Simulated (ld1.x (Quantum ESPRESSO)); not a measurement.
# Reading a pseudo-wave (carbon (C))

Columns: radius, all-electron u(r) and pseudo u(r) of the 2p shell (level -5.29 eV) of carbon in the configuration [He] 2s2 2p2; PBE, scalar-relativistic, TM scheme, ld1.x (Quantum ESPRESSO) 7.5.

```
r (bohr)  all-electron  pseudo
   0.118        0.0627  0.0214
   0.235        0.1831  0.0823
   0.353        0.3111  0.1763
   0.470        0.4243  0.2904
   0.588        0.5177  0.4130
   0.705        0.5901  0.5283
   0.822        0.6438  0.6257
   0.940        0.6800  0.6985
   1.058        0.7008  0.7427
   1.175        0.7086  0.7603
   1.292        0.7063  0.7566
   1.410        0.6960  0.7375
   1.528        0.6796  0.7095
   1.645        0.6591  0.6777
   1.763        0.6352  0.6450
   1.880        0.6094  0.6136
   1.998        0.5822  0.5834
   2.115        0.5545  0.5547
   2.232        0.5267  0.5268
   2.350        0.4990  0.4990
   2.468        0.4717  0.4717
   2.585        0.4454  0.4454
   2.702        0.4200  0.4200
   2.820        0.3954  0.3954
   2.938        0.3719  0.3719
   3.055        0.3496  0.3496
```

(1) How many radial nodes do the two functions have?

(2) At about which radius was the pseudo-wave matched?

(3) Is the pseudo-wave norm-conserving?

Results:

(1) The all-electron 2p function has n − l − 1 = 0; the pseudo-wave has 0.

(2) 2.35 bohr. The columns agree to 0.0005 from 2.12 bohr on; several derivatives are matched, so the curves merge somewhat inside the radius.

(3) Yes: the TM scheme keeps the norm inside the radius equal to the all-electron one, which fixes the energy derivative of the logarithmic derivative at the level.
